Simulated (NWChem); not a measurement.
SnSiNH5, singlet; SMILES [NH2][Sn][SiH3]

```xyz
8

Sn    -0.3392     0.5903     0.0000
N      1.7007     0.8312     0.0000
H      2.1616     1.7466     0.0000
H      2.3888     0.0712     0.0000
Si     0.0158    -2.0846     0.0000
H     -0.6002    -2.7556     1.2078
H      1.4858    -2.4537     0.0000
H     -0.6002    -2.7556    -1.2078
```
Atoms are numbered in this order, from 1.

Computed with NWChem. Low-valent species are run as closed-shell singlets; no triplet was tried in these runs. The geometry was optimised at PBE-D3(BJ)/def2-SVP. def2 effective core potentials on Sn; no spin-orbit coupling. Hybrids' shares of exact exchange are those that their runs print; pure functionals count as 0. The functionals differ in more than this share.

```
row             share of exact exchange  orbital gap (eV)
--------------  -----------------------  ----------------
PBE/def2-SVP                       0.00              2.37
OLYP/def2-SVP                      0.00              2.45
B3LYP/def2-SVP                     0.20          withheld
PBE0/def2-SVP                      0.25              3.97
MPW1K/def2-SVP                     0.43              5.13
```

Question: Fit a straight line of the last column on the one before it, predict the withheld value, and compare with the run.

Answer: 
1. Means of the 4 shown rows: x = 0.170, y = 3.480. Slope Σ(x − x̄)(y − ȳ)/Σ(x − x̄)² = 0.8320/0.1318 = 6.313; intercept 2.407.
2. The shown rows scatter about the line by 0.030 (root mean square); the largest residual is +0.04, at OLYP/def2-SVP.
3. At x = 0.20 (B3LYP/def2-SVP; inside the shown range) the line gives 3.67.
4. The run gives 3.59, -0.08 from the line, 2.7 times the scatter.
